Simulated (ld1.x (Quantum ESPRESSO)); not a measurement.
# PW91 TM dataset for zirconium (Zr), fully relativistic all-electron reference.

- Element: zirconium
- Generator: ld1.x (Quantum ESPRESSO) 7.5
- Type: norm-conserving Troullier–Martins (Kleinman–Bylander form)
- Functional: PW91
- Relativity: fully relativistic
- Frozen core: [Kr]
- Valence charge: 4
- Reference configuration: 4d2 5s2 5p0
- Partial waves: 5p (bound, empty): rc 3.20 bohr; 4d (bound): rc 1.65 bohr; 5s (bound): rc 2.30 bohr
- Local potential: the s channel
- Core correction: none

Open shells are filled in proportion to 2j + 1 (rel_dist='average').

Task: Estimate the cutoffs (Ry, on a coarse ladder) from which the occupation-weighted sum of valence levels, in a spherical-Bessel basis at the reference potential, stays within 10 and 1 mRy of its value at 400 Ry.

Result: 30 Ry and 40 Ry.

Task: What does a ghost test show?

Result: No extra level below or beside the all-electron valence levels (p1/2, p3/2, d3/2, d5/2, s, f tested).

Task: Which valence shell sets the plane-wave cutoff?

Result: 4d: its level needs 40 Ry to come within 1 mRy, against 25 Ry for 5s.

Task: Tests: 4d2 5s1 5p0; 4d2 5s0 5p0; 4d1 5s0 5p0; 4d2 5s0 5p2; 4d2.5 5s1.5 5p0; 4d2 5s1.5 5p0; 4d1 5s2 5p0. Which has the largest error in its energy relative to the reference configuration, and how large is it?

Result: 4d1 5s0 5p0, with +205 meV (all-electron minus pseudo) on +42.85 eV.
